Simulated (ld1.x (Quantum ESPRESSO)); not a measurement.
# What one change does to a pseudopotential (cobalt (Co), RRKJ)

Co (Z = 27), norm-conserving RRKJ (Kleinman–Bylander form), made with ld1.x (Quantum ESPRESSO) 7.5 (PBEsol, scalar-relativistic). Core [Ar], reference 3d7 4s2 4p0. Waves: 4p (bound, empty): rc 3.40 bohr; 3d (bound): rc 0.80 bohr; 4s (bound): rc 1.95 bohr. Local part: the s channel. Core correction: none.

Change: reference 3d7 4s1 4p1.

Cutoffs: the cutoffs (Ry, on a coarse ladder) from which the occupation-weighted sum of valence levels, in a spherical-Bessel basis at the reference potential, stays within 10 and 1 mRy of its value at 400 Ry; they do not see the model core or the augmentation charge, which bear on the density cutoff. Errors are all-electron minus pseudo energies relative to the spin-unpolarised reference configuration.

Q: What does the change do?

A: The potential gets neither clearly harder nor softer (230 Ry and 260 Ry → 230 Ry and 260 Ry); neither file shows a bound ghost.

| quantity | base | changed |
| --- | --- | --- |
| cutoff, loose | 230 Ry | 230 Ry |
| cutoff, tight | 260 Ry | 260 Ry |
| bound ghosts | none | none |
| largest error over its own tests, meV | -1779 | -388 |
| s: phases at 3.71 bohr within 0.05 rad from the reference energy up to (Ry; the scan ends near 5) | 1.1 | 1.0 |
| p: phases at 3.71 bohr within 0.05 rad from the reference energy up to (Ry; the scan ends near 5) | 1.9 | 1.8 |
| d: phases at 3.71 bohr within 0.05 rad from the reference energy up to (Ry; the scan ends near 5) | 0.3 | 0.3 |
